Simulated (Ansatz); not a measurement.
Mulliken charges of CH3F4OTa, SMILES `C[O][Ta]([F])([F])([F])[F]` from ωB97M-V/def2-TZVPP in Ansatz (PBE0-D4/def2-TZVP geometry).

| atom | x (Å) | y (Å) | z (Å) | charge (e) |
| --- | --- | --- | --- | --- |
| C1 | 0.553 | -1.681 | 0.011 | -0.161 |
| O2 | -0.342 | -0.591 | -0.020 | -0.342 |
| Ta3 | -0.483 | 1.244 | -0.012 | 1.318 |
| F4 | -2.365 | 1.264 | -0.102 | -0.320 |
| F5 | -0.424 | 2.091 | -1.672 | -0.284 |
| F6 | -0.583 | 2.063 | 1.660 | -0.284 |
| F7 | 1.396 | 1.444 | 0.079 | -0.336 |
| H8 | 1.582 | -1.315 | 0.062 | 0.136 |
| H9 | 0.334 | -2.292 | 0.888 | 0.137 |
| H10 | 0.416 | -2.277 | -0.892 | 0.137 |

Question: By hand: the dipole of these point charges (1 e Å = 4.8032 D).

Answer: Σ q r = (0.283, -0.762, 0.007) e Å, of length 0.813 e Å = 3.91 D.

Question: How does the dipole of the full density compare? (Best estimate.)

Answer: The calculation gave: (0.243, -0.662, 0.006) e Å, 3.39 D; the point charges give 1.15 times that, at 0° from its direction.

Point charges leave out the atoms' own dipoles, such as those of lone pairs, and Mulliken's split depends on the basis, so the two needn't agree.
